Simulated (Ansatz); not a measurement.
Species: C3H6Si, SMILES `C=C=C[SiH3]` (charge 0, multiplicity 1).

Question: Give a relaxed geometry from B3LYP-D3(BJ)/def2-TZVP (Ansatz, a program for electronic structure).

Answer: the end point of this relaxation (outside a Z-matrix the atoms follow the SMILES, hydrogens last).
Bonds (Å): C1–C2 1.301, C1–H5 1.084, C1–H6 1.084, C2–C3 1.302, C3–Si4 1.865, C3–H7 1.088, Si4–H8 1.479, Si4–H9 1.483, Si4–H10 1.483. Angles (°): C2–C1–H5 121.2, C2–C1–H6 121.2, H5–C1–H6 117.6, C1–C2–C3 178.1, C2–C3–Si4 122.1, C2–C3–H7 118.5, Si4–C3–H7 119.4, C3–Si4–H8 109.2, C3–Si4–H9 110.2, C3–Si4–H10 110.2, H8–Si4–H9 109.7, H8–Si4–H10 109.7, H9–Si4–H10 107.7.
